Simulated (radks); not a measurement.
Results of a calculation; reference values are marked as such.
Question: Pt I, configuration [Xe] 4f14 5d9 6s1 (the NIST ground configuration). Level of theory: scalar-relativistic Kohn-Sham, exchange-only B88, spin-unpolarised, spherical densities, finite nucleus; Fermi nuclear charge, rms radius 5.427 fm (a radial shooting solver on a logarithmic mesh with Libxc functionals). Some entries of the table are withheld. Estimate them.

orbital  occ.  eigenvalue (hartree)  <r> (bohr)  r(max) (bohr)
1s          2             -2881.274     0.01715        0.01062
2s          2             -506.1777     0.07236        0.06123
2p          6             -438.8318     0.06522        0.05058
3s          2             -118.8646      0.1871         0.1726
3p          6             -99.24287      0.1882         0.1717
3d         10             -77.92130      0.1704         0.1398
4s          2             -25.50362      0.4151         0.3898
4p          6             -19.06615      0.4419         0.4100
4d         10             -11.23723      0.4682         0.4181
5s          2              -3.70665      0.9523         0.8687
4f         14              -2.53860      0.5163         0.3849
5p          6              -2.02429       1.104         0.9774
5d          9                   (1)       1.715            (2)
6s          1              -0.18296         (3)          2.398

Answer: 
(1) 5d eigenvalue (hartree): -0.19242
(2) 5d r(max) (bohr): 1.264
(3) 6s <r> (bohr): 2.985
